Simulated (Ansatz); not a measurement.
The same ligand exchange along the group F, Cl, Br.

Isolated molecules relaxed with PBE0-D4/def2-TZVP in Ansatz; ΔE leaves out vibrations. CCSD(T)/CBS is the MP2 limit (def2-TZVPP, def2-QZVPP) plus CCSD(T) − MP2 in def2-TZVPP, frozen cores. This one scheme is used for every species. Functionals use def2-TZVPP. For Br, Mg outer-core shells are correlated without core-valence functions, which leaves a few kJ/mol of doubt a bond. Scalar relativity is left out up to krypton.

```json
{"reaction": "`[F][MgH]` + H₂S → `[MgH][SH]` + H–F", "revPBE-D4 (kJ/mol)": "48", "MP2/CBS(def2) (kJ/mol)": "49", "PBE0-D4 (kJ/mol)": "42", "CCSD(T)/CBS(def2) (kJ/mol)": "49"}
{"reaction": "`[MgH][Cl]` + H₂S → `[MgH][SH]` + HCl", "revPBE-D4 (kJ/mol)": "66", "MP2/CBS(def2) (kJ/mol)": "71", "PBE0-D4 (kJ/mol)": "68", "CCSD(T)/CBS(def2) (kJ/mol)": "71"}
{"reaction": "`[MgH][Br]` + H₂S → `[MgH][SH]` + HBr", "revPBE-D4 (kJ/mol)": "72", "MP2/CBS(def2) (kJ/mol)": "80", "PBE0-D4 (kJ/mol)": "78", "CCSD(T)/CBS(def2) (kJ/mol)": "79"}
```

Largest T1 diagnostic: 0.011, for `[F][MgH]`.
